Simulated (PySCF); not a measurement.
## Two probes of the same atoms: core binding energy and nuclear shielding

C3H3BCl2.
Atom-mapped SMILES: `[CH3:1][C:2]#[C:3][B:4]([Cl:5])[Cl:6]`

Structure used (PBE0-D3(BJ)/def2-SVP), in Å, numbered top down from 1:
```xyz
9
C3H3BCl2 angstrom
C     -1.5790   -0.3760   -0.2601
C     -0.1518   -0.1346   -0.2426
C      1.0506    0.0731   -0.2296
B      2.5332    0.3333   -0.2132
Cl     3.6563   -0.9395    0.2215
Cl     3.1704    1.9129   -0.6266
H     -1.8215   -1.3896    0.0937
H     -2.1027    0.3503    0.3810
H     -1.9752   -0.2633   -1.2816
```

Binding energies: delta-SCF UKS SCAN, pcX-2 on the ionised atom, pcseg-1 elsewhere, spin-free X2C (PySCF). Shieldings: GIAO B97-2/pcSseg-2, non-relativistic, same geometry.

```json
{"atom": "C1", "isotropic shielding (ppm)": "176.6"}
{"atom": "C2", "isotropic shielding (ppm)": "59.3"}
{"atom": "C3", "isotropic shielding (ppm)": "93.5"}
```

Task: What are the C 1s binding energies of these atoms?

Result: 
```csv
atom,environment,C 1s (eV),isotropic shielding (ppm)
C3,alkyne carbon,290.28,93.5
C2,alkyne carbon,291.07,59.3
C1,propargylic carbon,292.13,176.6
```

Task: Among the listed atoms, is the one with the highest binding energy also the least shielded?

Result: No. The highest binding energy is at C1 (292.13 eV, shielding 176.6 ppm), the lowest shielding at C2 (59.3 ppm, 291.07 eV).

By binding energy: C3 < C2 < C1. By shielding: C2 < C3 < C1.

Spin contamination (⟨S²⟩ against 0.75 for a pure doublet) is marked for C 1s of C2 (0.88), which makes this value less certain. Isolated species at its PBE0-D3(BJ)/def2-SVP geometry, gas phase.
